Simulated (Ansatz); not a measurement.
Breaking a bond: LiNa, singlet.

- RKS-PBE = restricted PBE/aug-cc-pVTZ run with Ansatz (an electronic-structure program)
- UKS-PBE = Ansatz with unrestricted PBE/aug-cc-pVTZ
- RKS-B3LYP = restricted B3LYP/aug-cc-pVTZ (Ansatz)
- FCI = Ansatz with full CI/aug-cc-pVTZ, frozen core

Energies relative to the lowest point of each curve near equilibrium, in kcal/mol; the last columns give the error against full CI:

```tsv
R / Å	RKS-PBE	UKS-PBE	RKS-B3LYP	FCI	RKS-PBE − FCI	UKS-PBE − FCI	RKS-B3LYP − FCI
2.32	7.3	7.3	6.8	8.4	-1.1	-1.1	-1.6
2.52	2.8	2.8	2.4	3.4	-0.6	-0.6	-1.0
2.64	1.2	1.2	1.0	1.7	-0.4	-0.4	-0.7
2.72	0.6	0.6	0.4	0.9	-0.3	-0.3	-0.4
2.85	0.0	0.0	0.0	0.1	-0.1	-0.1	-0.1
2.93	0.0	0.0	0.0	0.0	0.0	0.0	0.0
3.04	0.2	0.2	0.3	0.1	0.1	0.1	0.2
3.11	0.5	0.5	0.6	0.3	0.2	0.2	0.3
3.21	1.0	1.0	1.3	0.8	0.2	0.2	0.5
3.38	2.2	2.2	2.6	1.9	0.3	0.3	0.7
3.62	4.4	4.4	5.0	4.0	0.4	0.4	0.9
3.90	7.3	7.2	8.0	6.7	0.5	0.4	1.2
4.39	12.3	11.4	13.3	11.3	1.0	0.1	2.0
4.90	16.9	14.6	18.1	14.8	2.0	-0.2	3.3
5.30	19.9	16.3	21.3	16.7	3.2	-0.4	4.6
5.81	22.9	17.5	24.6	18.1	4.8	-0.6	6.4
6.38	25.5	18.2	27.3	19.0	6.5	-0.8	8.4
7.21	27.8	18.5	30.1	19.5	8.3	-1.0	10.6
7.93	29.0	18.6	31.6	19.6	9.3	-1.1	11.9
8.90	29.8	18.6	32.8	19.7	10.0	-1.1	13.1
```

RKS-PBE is furthest from FCI at 8.90 (10.0 kcal/mol, above); its mean absolute error over the points is 2.5 kcal/mol.

UKS-PBE is furthest from FCI at 8.90 (-1.1 kcal/mol, below); its mean absolute error over the points is 0.5 kcal/mol.

RKS-B3LYP is furthest from FCI at 8.90 (13.1 kcal/mol, above); its mean absolute error over the points is 3.4 kcal/mol.

The restricted form behind RKS-PBE, RKS-B3LYP keeps the bonding electrons paired and can't separate into open-shell fragments. The unrestricted determinant behind UKS-PBE is spin-contaminated at 3.90 to 8.90 Å (<S²> up to 1.0, against 0.00 for a pure singlet).
